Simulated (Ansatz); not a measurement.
Energy needed to pull apart NH3Te (SMILES N[TeH]), singlet, into free ground-state atoms, from the structure below (displaced at random from a GFN2-xTB minimum); no zero-point or spin–orbit terms; open-shell atoms are treated unrestricted, in their ground-state multiplicity.

```xyz
5
angstrom
N -0.1782 -0.6077 -0.1348
Te 0.4722 1.1270 0.5877
H -1.0839 -0.7690 0.2537
H 0.3946 -1.4000 0.0796
H 0.3757 1.6689 -0.8744
```

Ansatz 0.2.0; basis: def2-TZVPP; cores frozen in the correlated methods. Filled d shells of the heavier atoms are correlated. Core potentials replace the inner electrons of the atoms past krypton. The def2 sets are not built for correlating such inner shells, so the correlated values are less sure here.

```json
{"method": "SPW92", "atomization energy (kJ/mol)": "?"}
{"method": "PBE-D4", "atomization energy (kJ/mol)": "1318"}
{"method": "r2SCAN-D4", "atomization energy (kJ/mol)": "1268"}
{"method": "PBE0-D4", "atomization energy (kJ/mol)": "1275"}
{"method": "HSE06-D4", "atomization energy (kJ/mol)": "1275"}
{"method": "wB97M-V", "atomization energy (kJ/mol)": "1285"}
{"method": "HF", "atomization energy (kJ/mol)": "?"}
{"method": "MP2", "atomization energy (kJ/mol)": "1240"}
{"method": "CCSD", "atomization energy (kJ/mol)": "1213"}
{"method": "CCSD(T)", "atomization energy (kJ/mol)": "1241"}
```

**Question.** What does SPW92 give? (Judge from chemistry; the value comes from the calculation.)

**Answer.** The calculation gives: 1518 kJ/mol, which is about 277 kJ/mol more than CCSD(T)/def2-TZVPP.

**Question.** What does HF give? (To be estimated.)

**Answer.** The calculation gives: 755 kJ/mol, which is about 486 kJ/mol less than CCSD(T)/def2-TZVPP.

In triple zeta the MP2 and coupled-cluster atomization energies are still short of their basis limit by a few kcal/mol a bond, whereas those of the functionals are nearly converged, so these differences are not deviations from converged CCSD(T).

The T1 diagnostic stays at or below 0.011.

For scale, one of the runs: CCSD(T)/def2-TZVPP forces, 123 basis functions (an equivalent command: `ansatz run in.yaml --threads 4`). The run took 30 s on 4 CPU threads (shared host), with 1.1 GiB of host memory at its peak.
